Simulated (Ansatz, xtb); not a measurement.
Relaxing a trial structure of C2H5B2−

The starting geometry of this gas-phase singlet was built from a drawn formula by distance geometry and a force field; its bonds are those of `B1[BH2-]C=C1`.

```yaml
atoms:
  - { symbol: C, position_ang: [1.1195, 0.6206, 0.1541] }
  - { symbol: C, position_ang: [0.1440, 1.0200, 1.0142] }
  - { symbol: B, position_ang: [-0.7216, -0.3867, 0.7490] }
  - { symbol: B, position_ang: [0.4424, -0.6723, -0.2089] }
  - { symbol: H, position_ang: [-1.7247, -0.8285, 1.1219] }
  - { symbol: H, position_ang: [0.1212, -0.6675, -1.3654] }
  - { symbol: H, position_ang: [1.0825, -1.6004, 0.0712] }
  - { symbol: H, position_ang: [2.0589, 1.1382, -0.1946] }
  - { symbol: H, position_ang: [-0.0203, 1.7808, 1.6564] }
```

Task: Where would you expect an optimisation with r2SCAN-D4/def2-SVPD to take it?

Result: A new bond forms, giving a structure given below by its coordinates. Distances that change by over a tenth: C2–B3 (1.67 → 1.49 Å), B3–B4 (1.53 → 1.77 Å). Contacts that close: C1–B3 (2.18 → 1.78 Å).

The energy falls by 2.07 eV over 19 steps:

```tsv
step	E − E(last) (eV)
1	2.074
3	0.575
5	0.521
7	0.521
9	0.520
11	0.445
13	0.186
15	0.013
17	0.000
19	0.000
```

Final geometry (Å):

```xyz
9

C     0.8772    0.5879    0.1578
C     0.3206    0.7436    1.4385
B    -0.5944   -0.2149    0.7670
B     0.6133   -0.8862   -0.3452
H    -1.8109   -0.1015    0.7014
H     0.4031   -1.0745   -1.5479
H     1.2663   -1.7615    0.2159
H     1.0885    1.4825   -0.4740
H     0.3383    1.6288    2.0843
```

From the same start GFN2-xTB reaches the same bonding as this run.

The end wasn't checked by frequencies. Run with Ansatz 0.2.0, 78 s on 2 threads of Arm Neoverse N1 (shared host).
